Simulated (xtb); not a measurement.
S$_{2}$ (SMILES S=S), triplet, at a GFN2-xTB geometry; xtb with GFN2-xTB with ALPB(benzene).

Input for xtb:
```
$ xtb mol.xyz --gfn 2 --uhf 2 --alpb benzene --json

# file mol.xyz
2

S     -0.00000000    -0.00000000    -0.95002097
S      0.00000000     0.00000000     0.95002097
```

Q: Predict the main parts of the log of this xtb run.

A: 
```
   ID    Z sym.   atoms
    1   16 S      1, 2

           -------------------------------------------------
          |                Calculation Setup                |
           -------------------------------------------------

           -------------------------------------------------
          |                 G F N 2 - x T B                 |
           -------------------------------------------------

      * Solvation model:               ALPB
        Solvent                        benzene
        Parameter file                 internal GFN2-xTB/ALPB
        Dielectric constant                7.0000E+00
        Reference state                gsolv [1 M gas/solution]
        Free energy shift                  4.6744E-03 Eh       2.9333E+00 kcal/mol
        Temperature                        2.9815E+02 K
        Density                            8.6700E-01 kg/L
        Solvent mass                       7.8110E+01 g/mol
        Interaction kernel             P16
        Born radius scaling (c1)           1.6914E+00
        Born radii integrator          GBOBC
        Born offset                        0.0000E+00 a0       0.0000E+00 AA
        H-bond correction              false
        Ion screening                  false
        Surface tension                    1.0000E-05 Eh       1.5569E+01 dyn/cm
        Grid points                               230 per atom

          ...................................................
          :                      SETUP                      :
          :.................................................:
          :  # basis functions                  20          :
          :  # atomic orbitals                  18          :
          :  # shells                            6          :
          :  # electrons                        12          :
          :  max. iterations                   250          :
          :  Hamiltonian                  GFN2-xTB          :
          :  restarted?                      false          :
          :  GBSA solvation                   true          :
          :  PC potential                    false          :
          :  electronic temp.          300.0000000     K    :
          :  accuracy                    1.0000000          :
          :  -> integral cutoff          0.2500000E+02      :
          :  -> integral neglect         0.1000000E-07      :
          :  -> SCF convergence          0.1000000E-05 Eh   :
          :  -> wf. convergence          0.1000000E-03 e    :
          :  Broyden damping             0.4000000          :
          :  net charge                          0          :
          :  unpaired electrons                  2          :
          ...................................................

 iter      E             dE          RMSdq      gap      omega  full diag
   1     -6.4965809 -0.649658E+01  0.458E+00    3.96       0.0  T
   2     -6.4969131 -0.332239E-03  0.220E+00    3.90       1.0  T
   3     -6.4969839 -0.708091E-04  0.390E-01    3.87       1.0  T
   4     -6.4969854 -0.145721E-05  0.213E-02    3.87       3.3  T
   5     -6.4969854 -0.358073E-09  0.100E-02    3.87       7.0  T
   6     -6.4969854 -0.663745E-10  0.104E-05    3.87    6780.5  T
   7     -6.4969854 -0.355271E-14  0.542E-06    3.87   13053.5  T

   *** convergence criteria satisfied after 7 iterations ***

 transition dipole moment (au) for excitation:           6           7
     X       Y       Z
  -0.0000  -0.0000  -0.0000  total (au/Debye):    0.000   0.000
 dE (eV)             :    0.000
 oscillator strength :  0.16995E-45

         :::::::::::::::::::::::::::::::::::::::::::::::::::::
         ::                     SUMMARY                     ::
         :::::::::::::::::::::::::::::::::::::::::::::::::::::
         :: total energy              -6.480842533206 Eh    ::
         :: total w/o Gsasa/hb        -6.476451316246 Eh    ::
         :: gradient norm              0.001043452982 Eh/a0 ::
[...]
         ::    -> Gsasa               -0.009065665586 Eh    ::
         ::    -> Ghb                  0.000000000000 Eh    ::
         ::    -> Gshift               0.004674448626 Eh    ::
         :: repulsion energy           0.016142866620 Eh    ::
         :: add. restraining           0.000000000000 Eh    ::
         :: total charge              -0.000000000000 e     ::
         :::::::::::::::::::::::::::::::::::::::::::::::::::::

           -------------------------------------------------
          |                Property Printout                |
           -------------------------------------------------

    * Orbital Energies and Occupations

         #    Occupation            Energy/Eh            Energy/eV
      -------------------------------------------------------------
         1        2.0000           -0.7544428             -20.5294
         2        2.0000           -0.7305681             -19.8798
         3        2.0000           -0.5000424             -13.6068
         4        2.0000           -0.4660314             -12.6814
         5        2.0000           -0.4660314             -12.6814
         6        1.0000           -0.3767537             -10.2520
         7        1.0000           -0.3767537             -10.2520 (HOMO)
         8                         -0.2344194              -6.3789 (LUMO)
         9                         -0.0352381              -0.9589
        10                         -0.0352381              -0.9589
        11                         -0.0244302              -0.6648
        12                         -0.0244302              -0.6648
        13                         -0.0177093              -0.4819
        14                         -0.0177093              -0.4819
        15                          0.0126410               0.3440
        16                          0.0699135               1.9024
        17                          0.0699135               1.9024
        18                          0.7183649              19.5477
      -------------------------------------------------------------
                  HL-Gap            0.1423343 Eh            3.8731 eV
             Fermi-level           -0.3634895 Eh           -9.8911 eV

     #   Z          covCN         q      C6AA      α(0)
     1  16 S        0.980     0.000   139.170    19.953
     2  16 S        0.980    -0.000   139.170    19.953

 Mol. C6AA /au·bohr⁶  :        556.681185
 Mol. C8AA /au·bohr⁸  :      27272.479251
 Mol. α(0) /au        :         39.906278

Wiberg/Mayer (AO) data.
largest (>0.10) Wiberg bond orders for each atom

 ---------------------------------------------------------------------------
     #   Z sym  total        # sym  WBO       # sym  WBO       # sym  WBO
 ---------------------------------------------------------------------------
     1  16 S    2.185 --     2 S    2.185
     2  16 S    2.185 --     1 S    2.185
 ---------------------------------------------------------------------------

Topologies differ in total number of bonds
Writing topology from bond orders to xtbtopo.mol

molecular dipole:
                 x           y           z       tot (Debye)
 q only:        0.000       0.000      -0.000
   full:        0.000      -0.000      -0.000       0.000
molecular quadrupole (traceless):
                xx          xy          yy          xz          yz          zz
 q only:        0.000       0.000       0.000       0.000       0.000      -0.000
  q+dip:        0.993       0.000       0.993       0.000      -0.000      -1.986
   full:        0.812       0.000       0.812       0.000      -0.000      -1.624

           -------------------------------------------------
          | TOTAL ENERGY               -6.480842533206 Eh   |
          | GRADIENT NORM               0.001043452982 Eh/α |
          | HOMO-LUMO GAP               3.873112904002 eV   |
           -------------------------------------------------

normal termination of xtb
```
